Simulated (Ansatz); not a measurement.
ClMg (SMILES [Mg][Cl]), doublet, at a GFN2-xTB geometry (such geometries of metal compounds can be far from the true shape) (the spin is typed, not shown lowest); PBE/STO-3G (Ansatz, a first-principles code).

The Ansatz input:
Ansatz 0.2 input:
```yaml
crystal:
  periodic: [false, false, false]
  atoms:
    - {symbol: Mg, position_ang: [-0.00000000, -0.00000000, -1.26784659]}
    - {symbol: Cl, position_ang: [0.00000000, 0.00000000, 0.89495053]}
basis:
  gaussian:
    orbitals: STO-3G
hamiltonian:
  xc: pbe
magnetization: {spin_polarized: true, initial_magnetization: 1}
```

It wrote (shortened):

```
Functional definition: PBE
175 factors; integrals over basis functions are off by at most 1.8e-4 eV
mean field evaluation 1: about -17752.2267 eV, gradient 1.2e1 eV
mean field evaluation 2: about -17751.7853 eV, gradient 1.4e1 eV
mean field evaluation 4: about -17753.5279 eV, gradient 1.5e-1 eV
mean field evaluation 8: about -17753.5276 eV, gradient 3.0e-4 eV
mean field -17753.52759609 eV, -652.4301053831 hartree, gradient 5.4e-5 eV, S^2 0.750469; 0 other end points of the search recorded, 0 dependent functions left out
reference -17753.52761161 eV, -652.4301059535 hartree; 15, 14 occupied and 3, 4 virtual orbitals, 175 factors
Total energy: -17753.52761161 eV, -652.4301059535 hartree
```
